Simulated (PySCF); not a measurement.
**[TlS]+ at several levels of theory**

Computed with PySCF 2.14.0 (density fitting, no spin-orbit coupling) at the geometry relaxed with B3LYP:

```xyz
2
[TlS]+ (singlet)
Tl    0.0000    0.0000   -0.4144
S     0.0000    0.0000    2.0082
```

| level | basis | state | HOMO (eV) | gap (eV) | charge on Tl1 (e) | dipole about the centre of mass (D) | largest force component (eV/Å) |
| --- | --- | --- | --- | --- | --- | --- | --- |
| B3LYP | Tl def2-SVP with ECP60, S def2-SVP | singlet | -12.92 | 0.92 | 0.89 | 1.52 | 0.00 |
| wB97X | the same | singlet | -15.49 | 5.82 | 0.93 | 1.89 | 0.07 |
| B3LYP | Tl x2c-SVPall, S x2c-SVPall | singlet | -12.91 | 0.90 | 0.91 | 1.54 | 0.35 |

Charges are Mulliken's, which hang on the basis. The relaxation used the grid (50, 194), these runs (75, 302) or, all-electron (x2c bases, spin-free X2C Hamiltonian), (99, 590).

Problem. What does B3LYP with Tl def2-TZVP with ECP60, S def2-TZVP give here?

Solution. state singlet, HOMO (eV) -12.97, gap (eV) 0.99, charge on Tl1 (e) 0.99, dipole about the centre of mass (D) 1.50, largest force component (eV/Å) 0.43. Time: 2.1 s on 2 threads of Arm Neoverse V2, on a shared host, from free ions and atoms.

In the first row's basis the gap widens with exact exchange: 0.9 eV for B3LYP (a fixed share); 5.8 eV for wB97X (rising or full at long range).

The relaxed state isn't the lowest spin state tried at its geometry. The gap of the closed shell is small, and it wasn't tested for a lower spin-broken solution at this geometry.

Small gap, closed shell not tested for a spin-broken solution: B3LYP (small-core/TZVP), B3LYP (x2c-SVP).
